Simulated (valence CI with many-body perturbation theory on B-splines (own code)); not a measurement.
# E1 transitions of Ru V

Computed by configuration interaction combined with many-body perturbation theory (CI+MBPT): four valence electrons over a frozen Dirac-Fock core [Kr], radial functions for each j: 7 s, 7 p, 8 d, 6 f, 4 g, 1 h, with the one-electron correlation potential Σ1 (screened to all orders), the two-electron term Σ2, the three-electron term Σ3, Breit, model QED; selected single and double excitations, second order for the rest, scaled by the run's own slope (own B-spline code, finite nucleus).

No measured levels were compared; by estimate terms of the open shell hold to 2 to 4 % of their energy, and close levels can change places; different configurations can be misplaced against each other by 1,000 to 8,000 cm⁻¹. Among the levels kept, up to 340 cm⁻¹ of a level comes from second order outside the variational space, and about a tenth of that is noise between levels of different J, which matters for small intervals. The list stops below the first excitations out of the core.

Lines 201 to 250 of 600 in falling wavelength, among levels below 32.730 eV, chosen from the strongest by gf and those to the six lowest levels. Wavelengths and rates use the calculated energies, so an error of 2000 cm⁻¹ moves a line at 1466 Å by 2.9 % and its rate by three times that or more. Electric multipoles are in the length gauge, E1 and E2 with the static RPA response of the core. Weak lines are less certain than strong ones. Lines between different terms over intervals too small for the method are left out, as are lines whose strength nearly cancels. Where a level lies close to another of its J and parity, the split of strength between their lines is uncertain. The highest levels of a list are the least certain.

Names give the largest LS component (configuration and term), which can be under half, so a name can repeat, a term be missing and a line seem to break the LS rules; names also repeat where a configuration has a term twice. Letters in brackets count levels of one name in rising energy.

```
λ vac (Å)             Upper            Lower   A (s⁻¹)  S (a.u.)
     1466  4d3 5p 5D°_2 [b]      4d3 5s 5P_1  4.59e+08  3.57e+00
     1466  4d3 5p 3D°_2 [e]  4d3 5s 3P_2 [a]  1.70e+08  1.32e+00
     1465  4d3 5p 1F°_3 [a]      4d3 5s 3G_4  1.55e+08  1.69e+00
     1464  4d3 5p 3G°_5 [c]      4d3 5s 1G_4  9.72e+07  1.66e+00
     1464  4d3 5p 3P°_2 [c]      4d3 5s 3G_3  1.89e+08  1.46e+00
     1462  4d3 5p 3G°_4 [d]  4d3 5s 3F_4 [b]  6.15e+07  8.54e-01
     1462  4d3 5p 3H°_6 [b]      4d3 5s 3G_5  5.09e+08  1.02e+01
     1462  4d3 5p 5D°_3 [b]      4d3 5s 5P_2  7.05e+08  7.61e+00
     1461  4d3 5p 3D°_3 [e]  4d3 5s 3F_4 [b]  3.15e+08  3.40e+00
     1459  4d3 5p 3P°_1 [a]      4d3 5s 5P_1  2.04e+08  9.39e-01
     1458  4d3 5p 3D°_1 [c]  4d3 5s 3P_1 [a]  4.70e+08  2.16e+00
     1457  4d3 5p 3D°_3 [d]  4d3 5s 3D_3 [a]  1.91e+08  2.05e+00
     1457  4d3 5p 3P°_2 [d]  4d3 5s 3D_3 [a]  1.78e+08  1.36e+00
     1457      4d3 5p 5F°_3      4d3 5s 5F_3  5.05e+08  5.40e+00
     1457  4d3 5p 3D°_2 [b]      4d3 5s 5F_3  2.70e+08  2.06e+00
     1456  4d3 5p 5D°_1 [a]      4d3 5s 5F_1  5.75e+08  2.63e+00
     1455      4d3 5p 5F°_5      4d3 5s 5F_4  3.41e+08  5.70e+00
     1453  4d3 5p 5D°_2 [a]      4d3 5s 5F_2  5.87e+08  4.44e+00
     1453  4d3 5p 3F°_4 [d]  4d3 5s 3D_3 [b]  8.86e+08  1.21e+01
     1452  4d3 5p 3D°_3 [a]      4d3 5s 5F_4  1.36e+08  1.43e+00
     1452  4d3 5p 3G°_5 [d]  4d3 5s 3F_4 [b]  8.21e+08  1.36e+01
     1451  4d3 5p 3P°_1 [c]  4d3 5s 3P_2 [b]  3.08e+08  1.39e+00
     1446  4d3 5p 5D°_4 [b]      4d3 5s 5P_3  8.41e+08  1.13e+01
     1446      4d3 5p 5F°_1      4d3 5s 5F_2  2.71e+08  1.22e+00
     1446  4d3 5p 3D°_2 [e]  4d3 5s 3P_1 [a]  1.10e+08  8.20e-01
     1444  4d3 5p 3D°_2 [g]  4d3 5s 3F_2 [b]  1.41e+08  1.05e+00
     1439      4d3 5p 5F°_4      4d3 5s 5F_3  3.38e+08  4.47e+00
     1438  4d3 5p 3D°_2 [g]  4d3 5s 3F_3 [b]  5.66e+08  4.15e+00
     1437  4d3 5p 1G°_4 [b]      4d3 5s 3G_5  1.46e+08  1.92e+00
     1437  4d3 5p 5D°_2 [a]      4d3 5s 5F_1  1.68e+08  1.23e+00
     1436  4d3 5p 1P°_1 [b]  4d3 5s 1D_2 [a]  1.94e+08  8.51e-01
     1436  4d3 5p 1H°_5 [c]      4d3 5s 3H_4  1.48e+08  2.38e+00
     1434  4d3 5p 3D°_3 [c]      4d3 5s 3H_4  7.21e+07  7.34e-01
     1433      4d3 5p 5F°_3      4d3 5s 5F_2  3.18e+08  3.23e+00
     1431      4d3 5p 3I°_6      4d3 5s 3G_5  5.62e+07  1.06e+00
     1430      4d3 5p 1I°_6      4d3 5s 3H_6  7.58e+07  1.42e+00
     1430      4d3 5p 5F°_1      4d3 5s 5F_1  2.75e+08  1.19e+00
     1430      4d3 5p 1I°_6      4d3 5s 3H_5  7.83e+07  1.47e+00
     1429  4d3 5p 1P°_1 [b]      4d3 5s 1P_1  6.22e+08  2.69e+00
     1427  4d3 5p 3G°_3 [b]  4d3 5s 3F_2 [a]  1.26e+08  1.27e+00
     1426  4d3 5p 3D°_1 [f]  4d3 5s 3F_2 [b]  7.54e+08  3.23e+00
     1425  4d3 5p 3F°_3 [c]      4d3 5s 3G_4  1.60e+08  1.60e+00
     1419  4d3 5p 1F°_3 [b]      4d3 5s 1G_4  2.60e+08  2.57e+00
     1419  4d3 5p 3G°_5 [b]  4d3 5s 3F_4 [a]  1.43e+08  2.22e+00
     1419  4d3 5p 3P°_0 [d]  4d3 5s 3P_1 [c]  6.30e+08  8.88e-01
     1418  4d3 5p 3G°_4 [c]      4d3 5s 3H_5  5.31e+08  6.72e+00
     1417  4d3 5p 3D°_2 [b]      4d3 5s 5F_1  1.08e+08  7.61e-01
     1416  4d3 5p 3P°_2 [d]  4d3 5s 3P_1 [b]  1.01e+08  7.08e-01
     1416  4d3 5p 3G°_5 [c]      4d3 5s 3H_6  4.73e+08  7.29e+00
     1416  4d3 5p 3G°_5 [c]      4d3 5s 3H_5  1.72e+08  2.65e+00
```
